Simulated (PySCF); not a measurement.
Fractional electron number in Tc²⁺ (technetium, charge +2)

The 4d alpha orbital of [Kr] 4d5 is emptied in steps (occupation f), with all orbitals relaxed, ending at [Kr] 4d4. All numbers are calculated (PySCF 2.14, a scalar-relativistic core potential, in def2-TZVP with the def2 core potential (28 electrons) (6s4p3d1f, 40 functions)). The exact energy is a straight line in f; departures are measured from the line between the end points of the same method.

```tsv
f	BHandHLYP (eV)	wB97X (eV)	MN15 (eV)
1	0.000	0.000	0.000
0.9	-0.236	-0.166	-0.336
0.7	-0.553	-0.389	-0.787
0.5	-0.661	-0.464	-0.939
0.3	-0.557	-0.389	-0.791
0.1	-0.240	-0.166	-0.339
0	0.000	0.000	0.000
```

**Question.** For BHandHLYP, how does the orbital energy at f = 1 compare with the removal energy?

**Answer.** −ε = 26.966 eV against a total-energy difference of 29.583 eV. By Janak's theorem ε = ∂E/∂f, so the gap between them reflects the curvature. Along the path −ε is 27.479 (f = 0.9), 28.517 (f = 0.7), 29.570 (f = 0.5), 30.635 (f = 0.3), 31.709 (f = 0.1) eV.

```
   method  E(f=0) − E(f=1) (eV)  −ε at f=1 (eV)  −ε at f=0.5 (eV)
BHandHLYP                29.583          26.966            29.570
    wB97X                29.457          27.615            29.457
     MN15                29.684          25.961            29.672
```

Reference removal energy between the ground levels: 29.55 eV (semi-empirical (NIST evaluation); NIST Atomic Spectra Database, ionization energies). The calculation has no spin-orbit coupling. The determinant left behind need not be the lowest term of the ion.
